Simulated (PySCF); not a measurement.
CH5N2, charge +1. Atoms are numbered in the order given.

```xyz
8

N      0.0000     1.1582    -0.1743
C      0.0000     0.0000     0.4243
N      0.0000    -1.1582    -0.1743
H      0.0000     1.2585    -1.1797
H      0.0000     2.0062     0.3717
H      0.0000     0.0000     1.5099
H      0.0000    -1.2585    -1.1797
H      0.0000    -2.0062     0.3717
```
Charge +1, spin multiplicity 1.

The structure is a stationary point at PBE0-D3(BJ)/def2-TZVP. One conformer was computed; it need not be the lowest.

Computed with CAM-B3LYP/def2-TZVPD (PySCF).

Symmetry labels are those of the subgroup C2v that the program uses (full group C2v).

**Question.** List the valence orbital energies around the gap with their symmetry. (Estimate from the structure and the level; the computed values follow.)

**Answer.** 
| orbital | symmetry | energy (eV) |
|---|---|---|
| HOMO−7 | B2 | -33.16 |
| HOMO−6 | A1 | -26.49 |
| HOMO−5 | A1 | -24.39 |
| HOMO−4 | B2 | -23.61 |
| HOMO−3 | B2 | -21.68 |
| HOMO−2 | A1 | -19.99 |
| HOMO−1 | B1 | -19.53 |
| HOMO | A2 | -15.79 |
| LUMO | B1 | -5.07 |
| LUMO+1 | A1 | -3.94 |
| LUMO+2 | A1 | -3.19 |
| LUMO+3 | B2 | -3.06 |
